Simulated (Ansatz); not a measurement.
Cu2Br⁺. Charge 1, multiplicity 5. Geometry PBE0-D4/def2-TZVP; atoms count from 1.

```tsv
atom	x (Å)	y (Å)	z (Å)
Cu1	0.236	1.124	-1.734
Cu2	-1.131	-0.982	1.442
Br3	0.896	-0.141	0.292
```

At PBE0-D4/def2-TZVP a singlet of charge 1 lies 5.92 eV below the quintet, each at its own geometry. The structure comes from a short search, and lower isomers may exist.

**Question.** Estimate the Mulliken populations from the PBE0/def2-TZVP orbitals of Ansatz.

**Answer.** 
```json
{"atom": "Cu1", "charge (e)": "0.48", "spin (α − β)": "1.79", "d electrons": "9.20"}
{"atom": "Cu2", "charge (e)": "0.48", "spin (α − β)": "1.79", "d electrons": "9.20"}
{"atom": "Br3", "charge (e)": "0.04", "spin (α − β)": "0.43", "d electrons": "–"}
```
Mulliken values and Mayer orders depend strongly on the basis.

**Question.** Where does the spin sit?

**Answer.** Summed by element: Cu 3.57, Br 0.43, of 4 unpaired in all. Largest on single atoms: Cu1 1.79, Cu2 1.79, Br3 0.43.

**Question.** And the Mayer bond orders between bonded heavy atoms (over 0.3)?

**Answer.** Cu1–Br3 0.67 (2.48 Å); Cu2–Br3 0.67 (2.48 Å).
